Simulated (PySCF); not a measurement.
## Calculated data, AlBH3O, CH4AlO

All values are calculated (PySCF 2.14.0). Calculation on a computer-drawn molecule: optimised geometry and harmonic frequencies of an isolated molecule of the commonest isotopes, restricted reference for singlets and unrestricted otherwise, frozen core in MP2.

Common to all runs: charge 0; multiplicity 2; basis cc-pV(D+d)Z.

(1) AlBH3O

Start structure:
```xyz
6
AlBH3O
O     -0.3777    -2.6500    -0.1856
B      0.7085    -1.8102    -0.4941
Al    -0.0024    -1.2203     1.4150
H     -0.6377    -3.3669    -0.7385
H      1.2268    -1.9948    -1.5185
H      0.6705    -0.3824     2.5542
```

```
method                                        : HF
rotational constants                          : 47.07, 4.377, 4.115 GHz
total energy                                  : -343.2039 hartree
spin squared                                  : 0.7686
convergence status largest gradient component : 3.158e-05 hartree/bohr
```

Drawn bonds:
```tsv
atom	other atom	order
1	2	1
2	3	1
1	4	1
2	5	1
3	6	1
```

Optimised structure:
```xyz
6
AlBH3O
O     -0.5211    -3.0042    -0.3513
B      0.3171    -1.9392    -0.2995
Al     0.0969    -0.5146     1.3218
H     -0.3896    -3.5600    -1.1060
H      1.1231    -1.7954    -1.1948
H      0.9616    -0.6113     2.6622
```

Modes:
```tsv
frequency (cm⁻¹)	reduced mass (dalton)
171.2	1.379
236.7	3.577
403	1.06
515.8	4.327
633.9	1.204
909.3	1.384
1050	1.026
1260	1.922
1350	3.128
1907	1.045
2590	1.089
4134	1.066
```

(2) AlBH3O

Start structure:
```xyz
6
AlBH3O
O     -0.5211    -3.0042    -0.3513
B      0.3171    -1.9392    -0.2995
Al     0.0969    -0.5146     1.3218
H     -0.3896    -3.5600    -1.1060
H      1.1231    -1.7954    -1.1948
H      0.9616    -0.6113     2.6622
```

```
method                                        : MP2
rotational constants                          : 46.6, 4.381, 4.112 GHz
total energy                                  : -343.5204 hartree
spin squared                                  : 0.7692
convergence status largest gradient component : 2.801e-05 hartree/bohr
```

Drawn bonds:
```tsv
atom	other atom	order
1	2	1
2	3	1
1	4	1
2	5	1
3	6	1
```

Optimised structure:
```xyz
6
AlBH3O
O     -0.5416    -3.0141    -0.3413
B      0.3148    -1.9446    -0.2914
Al     0.1048    -0.5237     1.3222
H     -0.3766    -3.5524    -1.1300
H      1.1223    -1.7968    -1.1934
H      0.9644    -0.5932     2.6662
```

Modes:
```tsv
frequency (cm⁻¹)	reduced mass (dalton)
168.8	1.504
231.9	2.91
375.8	1.066
505.9	4.253
627.1	1.242
889.1	1.333
998.8	1.019
1191	1.857
1313	3.41
1894	1.045
2553	1.09
3821	1.066
```

(3) CH4AlO

Start structure:
```xyz
7
CH4AlO
O     -0.9677     0.8301    -1.5800
C     -0.7280    -0.0323    -0.3391
Al     0.6160    -0.2795    -1.8375
H     -1.6519     1.4556    -1.5741
H     -0.6337     0.6837     0.4416
H     -1.6961    -0.5061    -0.1881
H      1.7937    -1.3009    -1.6666
```

```
method                                        : HF
rotational constants                          : 37.01, 5.089, 4.6 GHz
total energy                                  : -356.9219 hartree
spin squared                                  : 0.7538
convergence status largest gradient component : 3.53e-05 hartree/bohr
```

Drawn bonds:
```tsv
atom	other atom	order
1	2	1
2	3	1
1	4	1
2	5	1
2	6	1
3	7	1
```

Optimised structure:
```xyz
7
CH4AlO
O     -1.4027     1.1772    -1.5524
C     -0.6865     0.2171    -0.7981
Al     0.8421    -0.4904    -1.8635
H     -2.1253     1.5072    -1.0395
H     -0.3051     0.6495     0.1405
H     -1.3362    -0.6196    -0.4958
H      1.7460    -1.5902    -1.1351
```

Modes:
```tsv
frequency (cm⁻¹)	reduced mass (dalton)
155.2	1.125
230.4	4.475
334.4	1.119
534.8	1.899
618.8	1.245
687	1.791
1139	7.062
1256	1.088
1309	1.122
1454	1.345
1578	1.088
1898	1.044
3088	1.055
3118	1.101
4130	1.067
```

(4) CH4AlO

Start structure:
```xyz
7
CH4AlO
O     -1.4027     1.1772    -1.5524
C     -0.6865     0.2171    -0.7981
Al     0.8421    -0.4904    -1.8635
H     -2.1253     1.5072    -1.0395
H     -0.3051     0.6495     0.1405
H     -1.3362    -0.6196    -0.4958
H      1.7460    -1.5902    -1.1351
```

```
method                                        : MP2
rotational constants                          : 35.81, 5.079, 4.576 GHz
total energy                                  : -357.2996 hartree
spin squared                                  : 0.7538
convergence status largest gradient component : 8.001e-06 hartree/bohr
```

Drawn bonds:
```tsv
atom	other atom	order
1	2	1
2	3	1
1	4	1
2	5	1
2	6	1
3	7	1
```

Optimised structure:
```xyz
7
CH4AlO
O     -1.4004     1.1891    -1.5798
C     -0.6896     0.2186    -0.7961
Al     0.8424    -0.4921    -1.8608
H     -2.1312     1.5085    -1.0326
H     -0.2999     0.6503     0.1543
H     -1.3411    -0.6313    -0.4883
H      1.7522    -1.5925    -1.1407
```

Modes:
```tsv
frequency (cm⁻¹)	reduced mass (dalton)
167.8	1.125
206.6	4.391
307.9	1.13
514.2	1.814
578.8	1.221
658.1	1.888
1055	9.171
1165	1.063
1213	1.126
1353	1.318
1474	1.094
1883	1.044
2983	1.055
3028	1.101
3828	1.067
```
